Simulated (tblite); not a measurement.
Compound: C5H6SSi.
Numbering: `[CH:1]#[C:2][CH:3]([C:4]#[CH:5])[S:6][SiH3:7]` (hydrogens: H8 on C1; H9 on C3; H10 on C5; H11, H12, H13 on Si7)

Computed geometry: GFN2-xTB, gas phase.

Q: What internal coordinates does the optimisation give?

A: 
| bond | length (Å) | order |
| --- | --- | --- |
| C1≡C2, C4≡C5 | 1.197 | triple |
| C2–C3, C3–C4 | 1.444 | single |
| C3–S6 | 1.871 | single |
| S6–Si7 | 2.141 | single |
| C1–H8, C5–H10 | 1.049 | single |
| C3–H9 | 1.095 | single |
| Si7–H11, Si7–H12, Si7–H13 | 1.455 | single |

Bonds in one row agree within 0.01 Å and their mean is given. Orders are formal, as drawn. A selection of angles:
| angle | degrees |
| --- | --- |
| C2–C1–H8 | 178.0 |
| C1–C2–C3 | 177.3 |
| C2–C3–C4 | 111.5 |
| C2–C3–S6 | 110.6 |
| C2–C3–H9 | 110.4 |
| S6–C3–H9 | 103.2 |
| C3–S6–Si7 | 102.6 |
| S6–Si7–H11 | 101.5 |
| S6–Si7–H12 | 108.4 |
| H11–Si7–H12 | 113.1 |
| H12–Si7–H13 | 111.6 |

Dihedral angles: C2–C3–S6–Si7 61° (synclinal). The mirror-image conformer, all signs reversed, is as good.

S6 (sulfur bonded to C and Si) is bent (angle 102.6°). Of the pairs four or more bonds apart, C1···Si7 is among the closest relative to their van der Waals radii: 3.98 Å, 105 % of the sum of Bondi's values. The 4 C–C bonds span 1.197 Å (C4≡C5, drawn triple) to 1.444 Å (C3–C4, drawn single), a spread of 0.247 Å. Si7 (SiH3 silicon) is distorted tetrahedral (angles from 101.5° to 113.3°).

Point group: near Cs, missed by 0.11 Å at most; the miss may be what the optimiser left on a soft mode. Its GFN2-xTB frequencies are all real (lowest 33 cm⁻¹). One conformer, not necessarily the lowest.
